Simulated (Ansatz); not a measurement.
`C[Si](F)(F)[O][AlH2]` and `C[Si](O)(F)F` differ in one atom or group.

Ansatz, PBE0-D4/def2-TZVP geometries, multiplicity 1. Each molecule was computed in one conformer, which needn't be the lowest.

```
                                          property  `C[Si](F)(F)[O][AlH2]`
           HOMO–LUMO gap (ωB97M-V/def2-TZVPP) / eV                   11.07
             HOMO energy (ωB97M-V/def2-TZVPP) / eV                  -10.82
              HOMO–LUMO gap (PBE0/def2-TZVPP) / eV                    7.25
    size of the dipole moment (PBE/def2-TZVPP) / D                    2.08
size of the dipole moment (ωB97M-V/def2-TZVPP) / D                    2.14
                LUMO energy (PBE0/def2-TZVPP) / eV                   -1.34
```

(1) What does the change do to each property? (Estimate.)

Results:

(1) Computed: 
```
                                          property  `C[Si](O)(F)F`  shift
           HOMO–LUMO gap (ωB97M-V/def2-TZVPP) / eV           14.49   3.42
             HOMO energy (ωB97M-V/def2-TZVPP) / eV          -12.37  -1.55
              HOMO–LUMO gap (PBE0/def2-TZVPP) / eV           10.70   3.45
    size of the dipole moment (PBE/def2-TZVPP) / D            1.07  -1.01
size of the dipole moment (ωB97M-V/def2-TZVPP) / D            1.07  -1.07
                LUMO energy (PBE0/def2-TZVPP) / eV            0.68   2.02
```

With PBE0 the HOMO falls by 1.44 eV and the LUMO rises by 2.02 eV, so the gap widens by about 3.46 eV. PBE moves the HOMO by -0.92 eV and ωB97M-V by -1.55 eV. Dipoles are sizes alone; their direction can turn.
